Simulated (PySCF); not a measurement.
Cl⁺: excitation energy

Cl⁺ [Ne] 3s2 3p4 (3P) → Cl⁺ [Ne] 3s2 3p3 3d1 (5D), as a difference of total energies. Computed with PySCF 2.14 in x2c-TZVPPall with one added diffuse shell each of s, p, d type (6s6p4d1f, 51 functions), with scalar relativity by spin-free X2C-1e. Correlated levels: valence: [Ne] frozen; valence and next inner shell: 1s2 frozen. The calculations carry no spin-orbit coupling.

| method | excitation energy (eV) |
| --- | --- |
| UHF | 12.947 |
| LDA | 13.510 |
| PBE | 13.343 |
| PBE0 | 13.433 |
| r2SCAN | 13.479 |
| PBEsol | 13.348 |
| r2SCAN0 | 13.495 |
| LC-wPBE | 13.630 |
| BP86 | 13.496 |
| MP2 (valence) | 13.573 |
| SCS-MP2 (valence) | 13.737 |
| MP2 (valence and next inner shell) | 13.593 |
| SCS-MP2 (valence and next inner shell) | 13.747 |

Q: How much does correlation contribute at MP2 (valence and next inner shell)?

A: 13.593 − (12.947) = 0.646 eV, measured against UHF.

Errors of the correlated levels include the incompleteness of this basis and the frozen core.

The promoted electron is Rydberg-like, and one or two diffuse shells describe it only roughly, which tends to raise the upper state.

For comparison: 13.633 eV (measured; NIST levels, between the centres of gravity of the two terms).
